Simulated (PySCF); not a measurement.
Al(CF3)(Me)2 (C3H6AlF3), SMILES F[C](F)(F)[Al]([CH3])[CH3]. Atoms are numbered in the order given.

```xyz
13

Al    -0.0545     0.2535     0.9805
C      0.0106    -0.2846    -0.9674
F     -1.1046     0.0366    -1.6699
F      0.2144    -1.6099    -1.1721
F      1.0440     0.3552    -1.5891
C     -1.0905     1.8526     1.3728
H     -0.5951     2.7355     0.9292
H     -1.2131     2.0488     2.4498
H     -2.0928     1.8030     0.9140
C      1.0008    -0.8457     2.1899
H      0.9292    -0.5381     3.2452
H      2.0665    -0.8089     1.9008
H      0.7041    -1.9069     2.1220
```
Charge 0, spin multiplicity 1.

Geometry: ωB97X-D3(BJ)/def2-SVP.

Calculation: TDA-CAM-B3LYP/def2-SVPD (PySCF).

Vertical excitations. The molecule is in vacuum.

Q: List the lowest excited states. (An estimate is asked for; the answer gives what the named calculation found.)

A: 
```tsv
state	energy (eV)	λ (nm)	f	main pairs
S1	5.73	216	0.001	HOMO→LUMO 97 %
S2	5.87	211	0.000	HOMO−1→LUMO 97 %
S3	7.14	174	0.178	HOMO→LUMO+1 93 %
S4	7.36	169	0.039	HOMO−1→LUMO+1 91 %
S5	8.49	146	0.035	HOMO→LUMO+2 77 %
S6	8.50	146	0.055	HOMO−1→LUMO+2 70 %
T1	5.38	230	0	HOMO→LUMO 96 %
T2	5.42	229	0	HOMO−1→LUMO 94 %
```
Triplets are in the Tamm–Dancoff approximation.
